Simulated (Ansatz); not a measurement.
F$_{2}$O$_{2}$W, triplet, at a GFN2-xTB geometry (such geometries of metal compounds can be far from the true shape) (the multiplicity is a formal guess) (core potentials on W); B3LYP/def2-TZVP run with Ansatz (a quantum-chemistry and plane-wave program).

Here is a job for Ansatz.
Ansatz 0.2 input:
```yaml
crystal:
  periodic: [false, false, false]
  atoms:
    - {symbol: W, position_ang: [0.08928012, -0.01961338, 0.03048728]}
    - {symbol: O, position_ang: [1.28675522, -0.83646492, -0.90891552]}
    - {symbol: O, position_ang: [0.70512119, 0.39888230, 1.58909943]}
    - {symbol: F, position_ang: [-1.13649984, 1.41021637, -0.03656426]}
    - {symbol: F, position_ang: [-1.36813798, -0.85998847, -0.81871689]}
basis:
  gaussian:
    orbitals: def2-TZVP
hamiltonian:
  xc: b3lyp
magnetization: {spin_polarized: true, initial_magnetization: 2}
```

Write the output that Ansatz gives for this input, abridged.


```
Functional definition: B3LYP
1007 factors; their error is unknown
mean field evaluation 1: about -11347.9876 eV, gradient 6.1e1 eV
mean field evaluation 2: about -11228.5366 eV, gradient 1.9e2 eV
mean field evaluation 4: about -11358.1686 eV, gradient 2.4e1 eV
mean field evaluation 8: about -11360.1513 eV, gradient 1.3e-1 eV
mean field evaluation 16: about -11360.1856 eV, gradient 5.2e-3 eV
mean field evaluation 32: about -11360.0189 eV, gradient 1.5e0 eV
mean field -11360.18555515 eV, -417.4791189414 hartree, gradient 4.4e-5 eV, S^2 2.028765; 5 other end points of the search recorded, 0 dependent functions left out
reference -11360.18578665 eV, -417.4791274489 hartree; 25, 23 occupied and 139, 141 virtual orbitals, 1007 factors
Total energy: -11360.18578665 eV, -417.4791274489 hartree
```
